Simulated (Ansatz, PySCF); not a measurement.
Ansatz (an electronic-structure program) was given this input:
Ansatz 0.2 input:
```yaml
crystal:
  periodic: [false, false, false]
  atoms:
    - {symbol: B, position_ang: [0.00000000, 0.00000000, 0.00000000]}
basis:
  gaussian:
    orbitals: STO-3G
hamiltonian:
  xc: pbe0
total_charge: -1
magnetization: {spin_polarized: true, initial_magnetization: 2}
accuracy: high
```

Q: Convert this to an input for PySCF.

A: Several could match; the one computed here: 
```python
from pyscf import gto, scf, dft

mol = gto.M(
    atom='''
B     0.00000000    0.00000000    0.00000000
''',
    basis='sto-3g',
    charge=-1,
    spin=2,
    verbose=4,
)

mf = dft.UKS(mol)
mf.xc = 'pbe0'
mf.grids.atom_grid = (99, 590)
mf.grids.prune = None
mf.kernel()
```

Both were run: Ansatz gave -23.969377 Eh and PySCF -23.969377 Eh, 0.000 mEh apart.
